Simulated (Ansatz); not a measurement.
Calculated with Ansatz (gas phase, PBE0-D4/def2-TZVP geometries, no zero-point term in ΔE). CBS: MP2 limit from def2 TZ/QZ plus the TZ coupled-cluster correction, frozen cores. Functionals use def2-TZVPP. B3LYP here is the variant with VWN-RPA as its local correlation; programs differ in this. HSE06 is defined as in plane-wave codes. Elements past krypton have def2 core potentials. For Mg, Sn outer-core shells are correlated without core-valence functions, which leaves a few kJ/mol of doubt a bond. One conformer a species, not always the lowest.

Reaction (redistribution): `C[CH2][MgH]` + `C#[C][SnH]([CH3])[Cl]` → `C[CH2][Mg][Cl]` + `C#[C][SnH2][CH3]`

`C[CH2][MgH]`:

```xyz
9

C    -0.178    1.108   -0.365
C    -0.489   -0.200    0.366
Mg    0.936   -1.731    0.191
H     0.755    1.563   -0.015
H    -0.962    1.864   -0.233
H    -0.067    0.960   -1.444
H    -1.455   -0.592    0.020
H    -0.640    0.005    1.435
H     2.100   -2.978    0.046
```

`C#[C][SnH]([CH3])[Cl]`:

Cartesian coordinates in Å:
```
C 0.678 0.702 -2.682
C 0.601 0.177 -1.598
Sn 0.420 -0.717 0.268
C -1.107 0.222 1.401
Cl 2.433 -0.305 1.377
H 0.755 1.166 -3.639
H 0.312 -2.404 0.092
H -1.147 -0.218 2.396
H -0.878 1.284 1.481
H -2.067 0.093 0.903
```

`C[CH2][Mg][Cl]`:

```xyz
9

C    -0.482   -0.591    0.952
C     0.459    0.399    0.264
Mg    0.298    0.536   -1.811
Cl    0.124    0.678   -3.995
H    -0.330   -1.616    0.601
H    -0.341   -0.608    2.040
H    -1.535   -0.351    0.776
H     0.307    1.405    0.674
H     1.500    0.149    0.499
```

`C#[C][SnH2][CH3]`:

Cartesian coordinates in Å:
```
C 0.763 1.409 -2.312
C 0.501 1.106 -1.174
Sn 0.038 0.544 0.784
C -0.552 -1.505 0.748
H 0.996 1.681 -3.317
H 1.436 0.784 1.731
H -1.224 1.557 1.323
H -1.422 -1.622 0.103
H -0.803 -1.842 1.754
H 0.265 -2.112 0.360
```

Q: Is it downhill or uphill in electronic energy at CCSD(T)/CBS, and by how much? (An estimate is asked.)

A: The calculation gave: Downhill: ΔE = -112.2 kJ/mol.

Q: What do these levels give: PBE-D4, BLYP-D4, B3LYP-D4, HSE06-D4, BHLYP-D4, ωB97X-V, B2PLYP, PBE, BLYP, r2SCAN0, MP2/def2-QZVPP, CCSD/CBS(def2)? (Estimate.)

A: The calculation gave: PBE-D4 -105.5, BLYP-D4 -103.4, B3LYP-D4 -107.6, HSE06-D4 -109.5, BHLYP-D4 -110.4, ωB97X-V -109.9, B2PLYP -114.0, PBE -109.3, BLYP -111.0, r2SCAN0 -116.4, MP2/def2-QZVPP -114.1, CCSD/CBS(def2) -114.2 kJ/mol.

Largest T1 diagnostic among the species: 0.013.

Leaving LDA and LC-ωPBE aside and taking each functional with its dispersion term where it has one, the values, not all of them listed here, spread over 19.2 kJ/mol, from r2SCAN0-D4 to B97M-V. From BLYP to BHLYP (50 % exact exchange), in def2-TZVPP and without D4, ΔE moves by −5.2 kJ/mol.
